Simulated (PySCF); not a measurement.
**Sb⁺: ionisation energy**

Sb⁺ [Kr] 4d10 5s2 5p2 (3P) → Sb²⁺ [Kr] 4d10 5s2 5p1 (2P), as a difference of total energies. All numbers are calculated (PySCF 2.14, the spin-free X2C one-electron Hamiltonian (Gaussian nucleus), in aug-cc-pVTZ-DK3). Correlated levels: valence: [Kr] 4d10 frozen. The calculations carry no spin-orbit coupling.

| method | ionisation energy (eV) | plus first-order spin-orbit estimate | error of that sum (eV) |
| --- | --- | --- | --- |
| UHF | 16.003 | 15.933 | -0.693 |
| MP2 (valence) | 16.321 | 16.252 | -0.374 |
| SCS-MP2 (valence) | 16.258 | 16.189 | -0.437 |
| CCSD (valence) | 16.355 | 16.285 | -0.341 |
| CCSD(T) (valence) | 16.377 | 16.308 | -0.318 |

Reference: 16.626 ± 0.025 eV (measured; NIST Atomic Spectra Database, ionization energies).

A first-order spin-orbit estimate (lowest level to lowest level, LS coupling) adds -0.070 eV.

Errors of the correlated levels include the incompleteness of this basis and the frozen core.
